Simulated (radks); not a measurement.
Results of a calculation; reference values are marked as such.
All-electron atom: Al4+ in 1s1 2s2 2p5 3p1 (not the ground configuration). Level of theory: scalar-relativistic Kohn-Sham, PBE, spin-polarised, spherical densities, finite nucleus; open shells are filled with parallel spins first; Fermi nuclear charge, rms radius 3.061 fm (a radial shooting solver on a logarithmic mesh with Libxc functionals). Some entries of the table are withheld. Estimate them.

| orbital | occ. | eigenvalue (Ry) | r(max) (bohr) | <r^2> (bohr^2) |
|---|---|---|---|---|
| 1s up | 1 | -128.4902 | 0.07687 | 0.01832 |
| 2s up | 1 | (1) | 0.4601 | 0.3774 |
| 2s down | 1 | (2) | 0.4672 | 0.3886 |
| 2p up | 3 | -12.74498 | 0.3767 | 0.3205 |
| 2p down | 2 | -12.27547 | 0.3847 | 0.3334 |
| 3p up | 1 | -3.54004 | (3) | (4) |

Answer. 
(1) 2s up eigenvalue (Ry): -15.25609
(2) 2s down eigenvalue (Ry): -14.78047
(3) 3p up r(max) (bohr): 1.571
(4) 3p up <r^2> (bohr^2): 3.545
